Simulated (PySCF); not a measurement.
## Exercise with solution: chemical shift, span and skew from a shielding tensor

C6H4N2O2, SMILES n1nc(-c2ccco2)oc1. Atoms are numbered in the order given.

```xyz
14

C     -0.6571    -2.8345     0.0000
C      0.7040    -2.7168     0.0000
O      1.0690    -1.4247     0.0000
C     -0.0593    -0.6877     0.0000
C      0.0746     0.7447     0.0000
N      1.1463     1.4760     0.0000
N      0.7196     2.7804     0.0000
C     -0.5667     2.7462     0.0000
O     -1.0532     1.4897     0.0000
C     -1.1623    -1.5034     0.0000
H     -1.2288    -3.7595     0.0000
H      1.5140    -3.4413     0.0000
H     -1.2713     3.5742     0.0000
H     -2.2001    -1.1794     0.0000
```
Charge 0, spin multiplicity 1.

Coordinates come from a PBE0-D3(BJ)/def2-SVP optimisation. One conformer was computed; it need not be the lowest.

GIAO shieldings from PBE/pcSseg-1 in PySCF, non-relativistic, no solvent. The symmetric part of the tensor of C4 has the principal values -23.4, 40.3, 94.3 ppm. The same nucleus in TMS has σ = 182.0 ppm at this level (PySCF, at its B3LYP-D3(BJ)/def2-TZVP geometry).

### Question
Work out the isotropic shielding, the ¹³C shift against TMS, the span and the skew.

### Answer

σ(iso) = (σ11 + σ22 + σ33)/3 = 37.1 ppm. δ = σ(ref) − σ(iso) = 182.0 − (37.1) = 144.9 ppm.
Span Ω = σ33 − σ11 = 117.7 ppm. Skew κ = 3(σ(iso) − σ22)/Ω = -0.08. Tumbling in solution averages the tensor to δ; in a static solid the shielding alone would spread this spin-1/2 line over Ω.
